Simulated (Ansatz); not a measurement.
ethylene (C2H4), singlet, at a GFN2-xTB geometry; Ansatz (a program for electronic structure) with SC-NEVPT2/STO-3G, CASSCF(2,3).

Input for Ansatz:
Ansatz 0.2 input:
```yaml
crystal:
  periodic: [false, false, false]
  atoms:
    - {symbol: C, position_ang: [-0.01328681, -0.00656652, 0.65800535]}
    - {symbol: C, position_ang: [0.01328681, 0.00656652, -0.65800535]}
    - {symbol: H, position_ang: [-0.02089650, 0.90169144, 1.23822259]}
    - {symbol: H, position_ang: [-0.02873771, -0.92622134, 1.21982272]}
    - {symbol: H, position_ang: [0.02873771, 0.92622134, -1.21982272]}
    - {symbol: H, position_ang: [0.02089650, -0.90169144, -1.23822259]}
basis:
  gaussian:
    orbitals: STO-3G
magnetization: {spin_polarized: false}
correlation: {method: sc_nevpt2, electrons: all, active_space: {window: {electrons: 2, orbitals: 3}}}
```

Problem. Predict the main parts of the log of this Ansatz run.

Solution. 
```
Functional definition: HF
189 factors; integrals over basis functions are off by at most 2.9e-5 eV
mean field evaluation 1: about -2096.9435 eV, gradient 8.8e0 eV
mean field evaluation 2: about -2096.9919 eV, gradient 8.6e0 eV
mean field evaluation 4: about -2097.2829 eV, gradient 4.7e-2 eV
mean field evaluation 8: about -2097.2828 eV, gradient 3.6e-5 eV
mean field -2097.28278815 eV, -77.0737208752 hartree, gradient 2.9e-6 eV, S^2 0.000000; 0 other end points of the search recorded, 0 dependent functions left out; unrestricted orbitals would lower it
reference -2097.28278815 eV, -77.0737208752 hartree; 8, 8 occupied and 6, 6 virtual orbitals, 189 factors
state -2098.44681241 eV, -77.1164979776 hartree
state -2098.44681241 eV, -77.1164979776 hartree; corrected -2100.82350626 eV, -77.2038398658 hartree
Total energy: -2100.82350626 eV, -77.2038398658 hartree
```
